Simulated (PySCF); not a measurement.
ScF₂, SMILES [F][Sc+][F], charge +1.

Coordinates come from a PBE0-D3(BJ)/def2-TZVP optimisation. The spin state was assumed, not searched. The isomer is the one that the SMILES or the coordinates give; other isomers of the formula were not compared.

All values below come from PBE/def2-TZVPD (PySCF).

Isolated molecule, no solvent.

| Property | Value |
|---|---|
| total energy | -959.96182 hartree |
| point group | C2v |
| highest occupied level | -15.57 eV |
| lowest empty level | -10.01 eV |
| orbital gap | 5.56 eV |
| dipole moment about the centre of nuclear charge | 5.82 D |
| mean static polarisability | 20.0 bohr³ (2.96 Å³) |
| polarisability, principal values | 13.0, 16.8, 30.0 bohr³ |
